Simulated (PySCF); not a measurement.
## Computed properties of SbH₂Cl, SMILES [Cl][SbH2]

SbH₂Cl, SMILES [Cl][SbH2]. Geometry: PBE0-D3(BJ)/def2-TZVP. The def2 effective core potentials stand for the cores of Sb; spin–orbit coupling is left out. The values are those of a single conformer. All values are computed for the isolated molecule unless a solvent is named; none is compared with measurement here.

**Structure.** The optimised structure has Cs symmetry. All 6 harmonic modes at PBE0-D3(BJ)/def2-TZVP (PySCF) are real, so it is a minimum.

**Vibrations.** The strongest infrared lines (harmonic, unscaled, degenerate partners summed) lie at 1960 cm⁻¹ (163 km/mol, H 99 %), 1953 cm⁻¹ (147 km/mol, H 99 %), 364 cm⁻¹ (45 km/mol, Cl 77 %, Sb 23 %). The softest mode is at 364 cm⁻¹ and the zero-point energy is 9.1 kcal/mol.

**Electronic structure.** r2SCAN/def2-TZVPD (PySCF) places the frontier levels at -6.89 and -2.34 eV, a gap of 4.55 eV, and gives a dipole moment of 2.35 D and a mean polarisability of 58.2 bohr³.

**Excitations.** TDDFT-B3LYP/def2-TZVPD (PySCF) has S1 at 4.57 eV (271 nm, f = 0.031, weak); the most intense of the 10 singlets computed lies at 6.17 eV (f = 0.07). T1 (TDA) is at 3.86 eV. No vertical singlet excitation falls in the visible range (under 3.1 eV).
